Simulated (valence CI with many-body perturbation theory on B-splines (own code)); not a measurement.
Values are calculated unless marked as measured or tabulated.
Tl LXI in three bases

Level of theory: configuration interaction combined with many-body perturbation theory (CI+MBPT): three valence electrons over a frozen Dirac-Fock core [Ar], radial functions for each j: 7 s, 7 p, 8 d, 6 f, 4 g, 1 h, with the one-electron correlation potential Σ1, the two-electron term Σ2, the three-electron term Σ3, Breit, model QED; selected CI, second order for the rest, scaled by the run's own slope (own B-spline code, finite nucleus).

No measured spectrum was set against this ion. As an estimate, large intervals hold to a few tenths of a per cent, small ones and those within an open d or f shell to about a per cent. The list stops below the first excitations out of the core. Only levels of the ground parity were solved; by the run's estimate the other parity begins above the list, which can be wrong where configurations are misplaced.

The reference run has the lowest level (3d3/2^3) J=3/2 and an ionisation energy of 6393.57 eV. Its largest variational space holds 4708 state functions.

Levels are named by their leading jj configuration (3d3/2^4 stands for four electrons in 3d with j = 3/2), which in mixed levels can hold well under half, so a name can repeat and another be missing. Letters in brackets count levels of one name in rising energy.

Changed runs:
A. basis 6 s, 6 p, 5 d, 5 f, 1 g
B. basis 5 s, 5 p, 4 d, 4 f

Excitation energies of the reference run in cm⁻¹, and shifts in cm⁻¹:

| Level | Reference | A | B |
| --- | --- | --- | --- |
| (3d3/2^2 3d5/2) J=5/2 [a] | 838770 | -255 | -440 |
| (3d3/2^2 3d5/2) J=3/2 | 894083 | -132 | -120 |
| (3d3/2^2 3d5/2) J=9/2 | 924635 | +84 | +291 |
| (3d3/2^2 3d5/2) J=7/2 | 930374 | +24 | +140 |
| (3d3/2^2 3d5/2) J=1/2 | 943192 | +9.1 | +168 |
| (3d3/2^2 3d5/2) J=5/2 [b] | 1163320 | +304 | +693 |
| (3d3/2 3d5/2^2) J=7/2 [a] | 1753680 | -238 | -370 |
| (3d3/2 3d5/2^2) J=9/2 | 1796250 | -112 | -85 |
| (3d3/2 3d5/2^2) J=3/2 | 1845860 | -88 | -94 |
| (3d3/2 3d5/2^2) J=1/2 | 1872660 | +53 | +273 |
| (3d3/2 3d5/2^2) J=11/2 | 1879400 | +145 | +501 |
| (3d3/2 3d5/2^2) J=5/2 [a] | 1881800 | -38 | +52 |
| Ionisation energy (eV) | 6393.57 | -0.07 | -0.11 |
